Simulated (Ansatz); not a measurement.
CH₃GeNO (`N=[C]1[O][GeH2]1`). Charge 0, multiplicity 1.

Cartesian coordinates in Å:
```
N 0.2393 1.5902 -1.1769
C -0.1236 0.6710 -0.4211
O -1.2510 0.3669 0.1672
Ge 0.0689 -0.9448 0.6284
H 1.2108 1.5154 -1.4517
H 0.2699 -0.8969 2.1458
H -0.4143 -2.3017 0.1082
```

Q: List the harmonic frequencies (cm⁻¹, unscaled) at PBE0-D4/def2-TZVP in Ansatz. (An estimate is asked.)

A: Computed: 301, 320, 357, 563, 574, 623, 717, 766, 851, 1041, 1196, 1841, 2161, 2188, 3590.

Q: Is this a minimum?

A: Yes, all 15 modes are real.

Q: Give the ideal-gas thermochemistry at 298.15 K and 1 bar (rigid rotor, harmonic oscillator; point group Cs, symmetry number 1).

A: Zero-point energy 102.2 kJ/mol; H(298) − E = 117.3 kJ/mol; entropy 299.3 J/(mol·K), of which translation 168.3, rotation 105.5, vibration 25.5; G(298) − E = 28.1 kJ/mol.

Q: Rotational constants (cm⁻¹)?

A: 0.5325, 0.1082, 0.0932.
